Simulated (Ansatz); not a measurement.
CH₆FGeNSi, SMILES `N=C(F)[SiH2][GeH3]`, 11 atoms. Charge 0, multiplicity 1. Correlated methods include outer-core shells of Ge, which these sets cover unevenly. Scalar relativity is left out up to krypton. All runs use 4 threads of an Intel Xeon Platinum 8488C on a shared host. Correlated methods freeze the cores.

Q: Give the basis size and wall time and peak host memory of each of these runs in Ansatz. RKS PBE-D4/def2-TZVPP energy and forces; RHF-CCSD(T)/def2-TZVPP energy; RKS ωB97M-V/def2-QZVPP energy; RKS B2PLYP (frozen core)/def2-TZVPP energy; RHF-MP2/def2-QZVPP energy; RKS PBE0-D4/def2-TZVP frequencies; RKS CAM-B3LYP-D4/def2-TZVPP energy; RKS PBE0-D4/def2-SVP energy; direct RPA on PBE orbitals/def2-TZVPP energy; RKS BLYP-D4/def2-TZVPP energy; RKS PBE0-D4/def2-TZVP relaxation (26 steps); RKS ωB97M-V/def2-SVP energy. (Estimate.)

A: Ansatz gave: Other jobs shared the machine, so times are rough.

```json
{"level": "RKS PBE0-D4/def2-SVP", "job": "energy", "functions": "122", "wall time": "1.1 s", "peak host memory (GiB)": "0.53"}
{"level": "RKS BLYP-D4/def2-TZVPP", "job": "energy", "functions": "267", "wall time": "1.6 s", "peak host memory (GiB)": "0.38"}
{"level": "RKS PBE-D4/def2-TZVPP", "job": "energy and forces", "functions": "267", "wall time": "2 s", "peak host memory (GiB)": "0.38"}
{"level": "RKS CAM-B3LYP-D4/def2-TZVPP", "job": "energy", "functions": "267", "wall time": "3.4 s", "peak host memory (GiB)": "0.92"}
{"level": "RKS ωB97M-V/def2-SVP", "job": "energy", "functions": "122", "wall time": "3.6 s", "peak host memory (GiB)": "0.53"}
{"level": "direct RPA on PBE orbitals/def2-TZVPP", "job": "energy", "functions": "267", "wall time": "4.4 s", "peak host memory (GiB)": "0.68"}
{"level": "RKS B2PLYP (frozen core)/def2-TZVPP", "job": "energy", "functions": "267", "wall time": "5 s", "peak host memory (GiB)": "0.77"}
{"level": "RKS ωB97M-V/def2-QZVPP", "job": "energy", "functions": "510", "wall time": "16 s", "peak host memory (GiB)": "2.6"}
{"level": "RHF-MP2/def2-QZVPP", "job": "energy", "functions": "510", "wall time": "22 s", "peak host memory (GiB)": "3.4"}
{"level": "RKS PBE0-D4/def2-TZVP", "job": "relaxation (26 steps)", "functions": "214", "wall time": "79 s", "peak host memory (GiB)": "0.67"}
{"level": "RKS PBE0-D4/def2-TZVP", "job": "frequencies", "functions": "214", "wall time": "2.4 min", "peak host memory (GiB)": "0.7"}
{"level": "RHF-CCSD(T)/def2-TZVPP", "job": "energy", "functions": "267", "wall time": "2.7 min", "peak host memory (GiB)": "6.8"}
```
